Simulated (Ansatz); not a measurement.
Ideal-gas functions of F₃H₂Si₂ (`F[SiH][SiH](F)F`) radical at 400 K and 1 bar, from an Ansatz frequency run at PBE0-D4/def2-TZVP.

Molar mass 115.18 g/mol, point group C1 (symmetry number 1), electronic degeneracy 2, moments of inertia 91.497, 287.776, 351.077 u Å². Harmonic wavenumbers (cm⁻¹, unscaled): 46, 106, 202, 211, 322, 435, 526, 769, 797, 816, 858, 890, 950, 2193, 2242.

Use S(trans) = R[1.5 ln M + 2.5 ln T − 1.1517]; rotational temperatures θ = 24.2544 K / I; S(rot) = R[ln(√π/σ · √(T³/θAθBθC)) + 1.5]; for each mode x = 1.438777 ν̃/T, S = R[x/(eˣ − 1) − ln(1 − e⁻ˣ)] and H = RT x/(eˣ − 1); 1 cm⁻¹ = 0.0119627 kJ/mol; R = 8.31446 J/(mol·K).

By hand: the entropy, in J/(mol·K).

Translation 174.2. Rotation: θ = 0.2651, 0.0843, 0.0691 K, giving 118.9. Vibration, mode by mode: 23.28, 16.38, 11.15, 10.80, 7.54, 5.39, 4.15, 2.08, 1.92, 1.82, 1.62, 1.48, 1.24, 0.03, 0.02, in all 88.9. Electronic 5.8. Sum 387.8 J/(mol·K).

By hand: H − E and G − E in kJ/mol, counted from the electronic energy.

Zero-point energy ½ × 11363 × 0.0119627 = 68.0; thermal vibration 17.6; translation, rotation and pV give 4 RT = 13.3. H − E = 98.9 kJ/mol, and G − E = 98.9 − 400 × 387.8/1000 = -56.2 kJ/mol.

Vibration gives 23 % of the entropy, 39.7 J/(mol·K) of it from the modes under 150 cm⁻¹: soft modes count most, and the harmonic formula is weakest for them. The sum counts one conformer and one mirror image; others add a mixing term.
